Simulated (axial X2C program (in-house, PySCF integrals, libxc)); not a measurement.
**Spin–orbit effects down a group: molecules with Cl, HF**

Computed with an in-house relativistic program for diatomic molecules, spin-free (one-electron X2C) or two-component (2c: spin–orbit coupling with atomic mean-field Coulomb and Gaunt terms, which also bring small scalar terms), in Dyall basis sets with cores contracted in-house; open shells are unrestricted.

Basis sets: C dyall-v3z, Cl dyall-av3z, Ge dyall-cv3z, Pb dyall-cv3z, Si dyall-v3z, Sn dyall-cv3z.

```csv
molecule,spin-free state,Re (Å),ωe (cm⁻¹),De (eV),2c state,Re 2c (Å),ωe 2c (cm⁻¹),De 2c (eV)
CCl,"M_S = 1/2, Λ = 1",1.665,869.1,2.15,Ω = 1/2,1.665,869.6,2.09
SiCl,"M_S = 1/2, Λ = 1",2.087,524.6,2.91,Ω = 1/2,2.087,524.6,2.86
GeCl,"M_S = 1/2, Λ = 1",2.192,395.0,2.62,Ω = 1/2,2.193,394.2,n/a
SnCl,"M_S = 1/2, Λ = 1",2.389,343.3,2.56,Ω = 1/2,2.393,340.7,n/a
PbCl,"M_S = 1/2, Λ = 1",2.491,303.6,2.38,Ω = 1/2,2.514,286.5,2.15
```

Work out the shifts from the spin-free to the two-component result.



```json
{"molecule": "CCl", "2c state": "Ω = 1/2", "ΔRe (Å)": "0.000", "Δωe (cm⁻¹)": "0.5", "ΔDe (eV)": "-0.06"}
{"molecule": "SiCl", "2c state": "Ω = 1/2", "ΔRe (Å)": "0.000", "Δωe (cm⁻¹)": "0.0", "ΔDe (eV)": "-0.05"}
{"molecule": "GeCl", "2c state": "Ω = 1/2", "ΔRe (Å)": "0.001", "Δωe (cm⁻¹)": "-0.8", "ΔDe (eV)": "n/a"}
{"molecule": "SnCl", "2c state": "Ω = 1/2", "ΔRe (Å)": "0.004", "Δωe (cm⁻¹)": "-2.6", "ΔDe (eV)": "n/a"}
{"molecule": "PbCl", "2c state": "Ω = 1/2", "ΔRe (Å)": "0.023", "Δωe (cm⁻¹)": "-17.1", "ΔDe (eV)": "-0.23"}
```

Shifts of one unit in the last digit are rounding.

Each entry is the lowest single determinant of a limited PBE0 search at one distance. De goes to single-determinant-based atoms at the same level (for ions the charge split of lowest energy) and is withheld (n/a) where an atom does not fit its ground term or J level. Main or longest-lived isotopes. Some light 2c atoms are not at their ground J level, so De misses part of their lowering (0.04 eV or less).
